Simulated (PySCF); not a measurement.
I2Zn, SMILES [I][Zn-][I] (connectivity only; charge and spin as stated), charge -1, multiplicity 2.

The structure is a stationary point at B3LYP-D3(BJ)/def2-SVPD. The def2 effective core potentials stand for the cores of I; spin–orbit coupling is left out.

All values below come from PySCF with PBE/def2-TZVPD.

The molecule is in vacuum.

Computed frontier levels, dipole moment and polarisability:
```yaml
"α spin, highest occupied and lowest empty level": -0.14 and 2.32 eV
"β spin, highest occupied and lowest empty level": -1.89 and 0.61 eV
dipole_moment_about_the_centre_of_nuclear_charge: 0.36 D
mean_static_polarisability: 161.0 bohr³ (23.86 Å³)
polarisability_principal_values: 113.7, 151.5, 217.8 bohr³
"⟨S²⟩": 0.752 (pure state 0.75)
```
